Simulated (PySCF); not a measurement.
Computed IR spectrum (relative IR intensity) of a molecule C₂H₄NO, multiplicity 2. Geometry optimised at PBE-D3(BJ)/def2-SVP. The values are those of a single conformer. All values below come from PBE-D3(BJ)/def2-SVP (PySCF). No scaling factor is applied to the harmonic values.

```tsv
ν (cm⁻¹)	relative intensity
398	6.6
482	71
521	26
546	43
867	40
923	86
978	26
1001	4.9
1309	4.9
1353	34
1388	9.6
1427	7.3
1526	100
3398	9.2
```

**Question.** Which molecule gave these data?
(A) CC([NH])=O
(B) [CH2]C(N)=O
(C) C[N]C=O

**Answer.** A, CC([NH])=O
